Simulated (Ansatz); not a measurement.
Stepwise reaction of `C[SiH2]N[SiH3]` with water, as a gas-phase model of exchange steps in deposition or etching. ΔE in kJ/mol.

Program: Ansatz. Geometries: PBE0-D4/def2-TZVP. ΔE: electronic, gas phase. CCSD(T)/CBS adds triple-zeta CCSD(T) − MP2 to the extrapolated MP2 energy (def2 sets, frozen cores). This one scheme is used for every species. DFT in def2-TZVPP. B3LYP here is the variant with VWN-RPA as its local correlation; programs differ in this. Each species was taken in one conformer, which may not be the lowest.

```
step                                            reaction  PBE-D4  B3LYP-D4  ωB97M-V  CCSD(T)/CBS
   2  `C[SiH2]N[SiH2]O` + H₂O → `C[SiH](O)N[SiH2]O` + H₂   -90.1     -96.0    -97.8        -92.7
```

Problem. Give the row of step 1, `C[SiH2]N[SiH3]` + H₂O → `C[SiH2]N[SiH2]O` + H₂. (Best estimate.)

Solution. Computed: 
| step | reaction | PBE-D4 | B3LYP-D4 | ωB97M-V | CCSD(T)/CBS |
| --- | --- | --- | --- | --- | --- |
| 1 | `C[SiH2]N[SiH3]` + H₂O → `C[SiH2]N[SiH2]O` + H₂ | -84.4 | -89.7 | -90.6 | -88.0 |

Problem. By hand: ΔE of the 2 steps together at CCSD(T)/CBS.

Solution. (-88.0) + (-92.7) = -180.7 kJ/mol, or -90.3 kJ/mol a step.

In ΔE the steps differ by no more than 4.7 kJ/mol. All are downhill at CCSD(T)/CBS. PBE-D4 differs from CCSD(T)/CBS by 2.6 to 3.6 kJ/mol a step. Isolated molecules leave out the surface, adducts and barriers. Largest T1 diagnostic: 0.011.
